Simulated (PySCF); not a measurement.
Computed with PBE-D3(BJ)/def2-TZVP // B3LYP-D3(BJ)/def2-SVP (PySCF 2.14.0). Gas-phase values, no solvent. One relaxed conformer stands for a flexible species; it need not be the lowest. Excitations are Tamm–Dancoff values on a coarser integration grid. The basis has no diffuse functions, so Rydberg states are missing or too high.

Reference species (SMILES): `CC[Si](O)(O)O` (neutral, multiplicity 1).

```yaml
HOMO: -6.89 eV
T1 excitation (TDA): 6.44 eV
```

Changed species: `O[Si](O)(O)O` (0 of 4 OH replaced by C2H5; the reference has 1 of 4 OH replaced by C2H5).

Problem. What does the change do to the HOMO and T1 excitation (TDA)?

Solution. the HOMO falls by 0.46 eV, to -7.35 eV; the T1 excitation (TDA) rises by 0.26 eV, to 6.70 eV.
